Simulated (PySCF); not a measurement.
# Distorted geometries of [Dy(BH4)2]+

[Dy(BH4)2]+ (singlet in the valence; each metal's 4f electrons, 9 of them, lie in its core potential, out of spins and levels; a saddle point, relaxed within its symmetry). PySCF 2.14.0, RKS PBE0, Dy lcecp-1-SVP with ECP55, B def2-SVP, H def2-SVP; non-relativistic Hamiltonian with scalar-relativistic core potentials where named; density fitting; no spin-orbit coupling. Relaxed geometry:

```xyz
11

Dy    0.0000    0.0000    0.0000
B     0.0000    0.0000    2.4051
H     0.0000    0.0000    3.6014
H     1.1544    0.0180    1.8777
H    -0.5927    0.9907    1.8777
H    -0.5616   -1.0087    1.8777
B     0.0000    0.0000   -2.4051
H     0.0000    0.0000   -3.6014
H     1.1544   -0.0180   -1.8777
H    -0.5927   -0.9907   -1.8777
H    -0.5616    1.0087   -1.8777
```

Question: Order these distorted geometries by energy above the relaxed one, lowest first.
A.
```xyz
11

Dy    0.0065    0.0894   -0.0593
B    -0.0372    0.0357    2.4556
H    -0.0298    0.0587    3.5871
H     1.1485   -0.1106    1.8601
H    -0.5816    0.9447    1.8760
H    -0.6751   -0.9328    1.9633
B    -0.0793   -0.0429   -2.4206
H     0.0550   -0.0945   -3.6238
H     1.2126   -0.0366   -1.8430
H    -0.4487   -0.9814   -1.9767
H    -0.5709    1.0701   -1.8187
```
B.
```xyz
11

Dy    0.0138    0.0734    0.1427
B    -0.0178    0.0530    2.4781
H    -0.0636    0.0774    3.6689
H     1.2082   -0.0137    1.8589
H    -0.5423    0.9612    1.9452
H    -0.5641   -0.9357    1.8126
B     0.0109    0.0008   -2.4578
H    -0.0223   -0.0198   -3.6529
H     1.1699   -0.1443   -1.8159
H    -0.6143   -1.0477   -1.9658
H    -0.5782    0.9954   -2.0139
```
C.
```xyz
11

Dy    0.0695   -0.0266   -0.0946
B    -0.0528    0.0756    2.3648
H    -0.0273    0.0397    3.6134
H     1.1410   -0.0234    1.9006
H    -0.5302    1.0168    1.9191
H    -0.5238   -1.0781    1.9368
B    -0.0099   -0.0666   -2.4724
H    -0.0021    0.0396   -3.6252
H     1.0611    0.0654   -1.9227
H    -0.6095   -1.1406   -1.8602
H    -0.5160    1.0983   -1.7595
```

Answer: B (0.68 eV), C (0.81 eV), A (0.86 eV).

Question: Which forces (eV/Å) act in the one that lies 0.86 eV up?

Answer: 
```
Dy   0.04 -0.60  2.20
B    1.00 -1.19 -2.66
H    0.09  0.13  1.89
H   -0.67  0.31  0.30
H   -0.32  1.29 -0.41
H    0.00 -0.25 -0.36
B    3.16  3.97 -1.54
H   -0.28  0.31  0.35
H   -1.28  0.22 -0.54
H   -1.90 -3.16  1.91
H    0.15 -1.03 -1.12
```
Forces carry noise of the integration grid, about 0.01 to 0.03 eV/Å.

An lcecp potential fixes the number of 4f electrons, so in runs with it no electron can move into or out of that shell.
